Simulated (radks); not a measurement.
Values are calculated unless marked as measured or tabulated.
Sm III, 60 electrons, occupied as [Xe] 4f6 (the NIST ground configuration). Level of theory: scalar-relativistic Kohn-Sham, LDA (Slater exchange, Perdew-Wang correlation), spin-unpolarised, spherical densities, finite nucleus; Fermi nuclear charge, rms radius 5.0819 fm (a radial shooting solver on a logarithmic mesh with Libxc functionals).

Unscreened Slater integrals over Kohn-Sham orbitals (cm^-1). Empty in this configuration: 6s.

integral    value
F0(4f,4f)  209560
F2(4f,4f)   95880
F4(4f,4f)   59452
F6(4f,4f)   42577
F0(4f,5p)  141140
F2(4f,5p)   51076
G2(4f,5p)   29848
G4(4f,5p)   22322
F0(4f,5s)  158670
G3(4f,5s)   33416
F0(4f,4d)  243960
F2(4f,4d)  113410
F4(4f,4d)   71659
G1(4f,4d)  133210
G3(4f,4d)   82880
G5(4f,4d)   58385
F0(4f,6s)   72568
G3(4f,6s)  3717.9
F0(5p,5p)  120030
F2(5p,5p)   64504
F0(5p,5s)  128790
G1(5p,5s)   85765
F0(5p,4d)  150830
F2(5p,4d)   41487
G1(5p,4d)   11530
G3(5p,4d)   11190
F0(5p,6s)   68869
G1(5p,6s)  6312.7
F0(5s,5s)  140360
F0(5s,4d)  172320
G2(5s,4d)   18265
F0(5s,6s)   70224
G0(5s,6s)  3487.7
F0(4d,4d)  294550
F2(4d,4d)  149520
F4(4d,4d)   99919
F0(4d,6s)   74376
G2(4d,6s)  2220.8
F0(6s,6s)   56203

Derived for the open shells (J is the average intra-shell exchange parameter used in DFT+U). 4f: F4/F2 = 0.620, F6/F2 = 0.444, J = (286 F2 + 195 F4 + 250 F6)/6435 = 7717 cm^-1.
